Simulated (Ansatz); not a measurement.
SiCl3(NiPr2) (C6H14Cl3NSi). The state is a triplet with charge 0. Geometry r2SCAN-D4/def2-SVP, that of the neutral singlet; atoms count from 1.

```xyz
25

Si    0.7370    0.2072    2.0811
Cl    1.1407   -1.6256    2.9533
Cl    2.4651    1.3217    2.1541
Cl   -0.6340    1.1114    3.3386
N     0.1123    0.0290    0.5099
C    -1.1490   -0.7499    0.4464
C    -2.3100    0.0940   -0.0781
C    -0.9704   -2.0639   -0.3135
C     0.6742    0.5074   -0.7698
C     0.7005    2.0335   -0.8609
C     2.0298   -0.1255   -1.0868
H    -1.3979   -1.0193    1.4904
H    -2.1472    0.4052   -1.1226
H    -3.2487   -0.4810   -0.0471
H    -2.4344    0.9971    0.5383
H    -0.7273   -1.8921   -1.3745
H    -0.1620   -2.6592    0.1371
H    -1.8985   -2.6557   -0.2794
H    -0.0314    0.1539   -1.5411
H     1.4074    2.4659   -0.1367
H    -0.2975    2.4512   -0.6570
H     1.0114    2.3542   -1.8683
H     2.3637    0.1637   -2.0963
H     2.8007    0.2006   -0.3723
H     1.9655   -1.2236   -1.0449
```

Single mean-field runs in def2-TZVP are fitted with def2-universal-jkfit. At PBE0-D4/def2-TZVP a singlet of charge 0 lies 5.78 eV below the triplet at the same geometry.

(1) Estimate the Mulliken populations from the PBE0/def2-TZVP orbitals of Ansatz.

(2) Where does the spin sit?

(3) And the Mayer bond orders between heavy atoms (over 0.3)?

Answers

(1) 
| atom | charge (e) | spin (α − β) |
| --- | --- | --- |
| Si1 | 0.30 | 0.55 |
| Cl2 | -0.26 | 0.17 |
| Cl3 | -0.25 | 0.07 |
| Cl4 | -0.26 | 0.16 |
| N5 | 0.21 | 0.81 |
| C6 | -0.09 | -0.05 |
| C7 | -0.36 | 0.04 |
| C8 | -0.36 | 0.04 |
| C9 | -0.14 | -0.01 |
| C10 | -0.36 | 0.04 |
| C11 | -0.36 | 0.04 |
| H12 | 0.12 | 0.04 |
| H13 | 0.12 | 0.01 |
| H14 | 0.15 | 0.01 |
| H15 | 0.16 | 0.00 |
| H16 | 0.12 | 0.01 |
| H17 | 0.16 | 0.00 |
| H18 | 0.15 | 0.01 |
| H19 | 0.07 | 0.05 |
| H20 | 0.16 | 0.00 |
| H21 | 0.14 | 0.00 |
| H22 | 0.14 | 0.01 |
| H23 | 0.14 | 0.01 |
| H24 | 0.16 | 0.00 |
| H25 | 0.14 | 0.00 |
Mulliken values depend strongly on the basis.

(2) Summed by element: Si 0.55, Cl 0.40, N 0.81, C 0.11, H 0.13, of 2 unpaired in all. Largest on single atoms: N5 0.81, Si1 0.55, Cl2 0.17.

(3) Si1–Cl2 1.01 (2.07 Å); Si1–Cl3 1.04 (2.06 Å); Si1–Cl4 1.01 (2.07 Å); Si1–N5 0.80 (1.70 Å); N5–C6 0.88 (1.48 Å); N5–C9 0.79 (1.48 Å); C6–C7 0.99 (1.53 Å); C6–C8 0.99 (1.53 Å); C9–C10 0.98 (1.53 Å); C9–C11 0.98 (1.53 Å).
